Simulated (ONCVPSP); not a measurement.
**zirconium: one change to an ONCV potential, before and after**

ONCVPSP 4.0.1 input, shortened (lines: element, Z, core and valence counts, functional; n l f; lmax; l rc ep ncon nbas qcut; lloc lpopt rc5 dvloc0; l nproj debl; icmod fcfact rcfact), PBE, scalar-relativistic:

```
  Zr 40.00    6    5        4      upf
    1    0    2.00
    2    0    2.00
    2    1    6.00
    3    0    2.00
    3    1    6.00
    3    2   10.00
    4    0    2.00
    4    1    6.00
    4    2    2.00
    5    0    1.75
    5    1    0.25
    2
    0    2.00    0.00    4    7    4.60
    1    2.40    0.00    4    8    5.30
    2    1.90    0.00    3    6    5.90
    4    5    1.30    6.00
    0    2    1.40
    1    2    2.50
    2    2    1.30
    1    0.35    0.00
```

All-electron outer shells of the reference configuration (PBE, scalar-relativistic, ld1.x):

| shell | level (eV) | outermost node (bohr) | outermost maximum (bohr) |
| --- | --- | --- | --- |
| 3p | -317.98 | 0.18 | 0.40 |
| 3d | -175.03 | – | 0.35 |
| 4s | -54.83 | 0.55 | 1.08 |
| 4p | -32.78 | 0.56 | 1.17 |
| 5s | -4.63 | 1.47 | 3.15 |
| 4d | -3.87 | 0.58 | 1.59 |
| 5p | -1.63 | 1.70 | 4.10 |

Change: s: qcut 3.5; p: qcut 4; d: qcut 4.5.

Cutoffs: the cutoffs (Ha) at which the residual kinetic energy of the hardest occupied pseudo-wave falls to 1 and 0.1 mHa per electron; they do not see the model core or the augmentation charge, which bear on the density cutoff. Errors are all-electron minus pseudo energies relative to the spin-unpolarised reference configuration.

Predict the effect on cutoff, ghosts and configuration errors.

The potential gets harder (13 Ha and 24 Ha → 20 Ha and 39 Ha); of the 3 tests that both files solve, the error grows in 2 and shrinks in 0 by more than 15 % and 0.3 meV (median size 1.7 → 2.1 meV); neither file shows a bound ghost.

```csv
quantity,base,changed
"cutoff, loose",13 Ha,20 Ha
"cutoff, tight",24 Ha,39 Ha
loose cutoff by channel,"s 8.8 Ha, p 9.8 Ha, d 13 Ha","s 10 Ha, p 8.7 Ha, d 20 Ha"
bound ghosts,none,none
GHOST(+) flags under 300 eV,none,p at 290.0 eV
tests with a reliable result,3 of 4,3 of 4
"error for 4s2 4p6 4d2 5s2 5p0, meV [ΔE -0.75 eV]",0.0,0.0
"error for 4s2 4p6 4d2 5s1 5p0, meV [ΔE 6.39 eV]",-1.7,-2.1
"error for 4s2 4p6 4d2 5s0 5p0, meV [ΔE 19.33 eV]",-9.2,-13
s: phases at 2.03 bohr within 0.05 rad from the reference energy up to (Ha; the scan ends near 5),to the end of the scan,to the end of the scan
p: phases at 2.43 bohr within 0.05 rad from the reference energy up to (Ha; the scan ends near 5),3.9,3.5
d: phases at 1.93 bohr within 0.05 rad from the reference energy up to (Ha; the scan ends near 5),3.3,3.3
"rms error of d²Exc/dni dnj with the model core, mHa",1.39,1.64
```
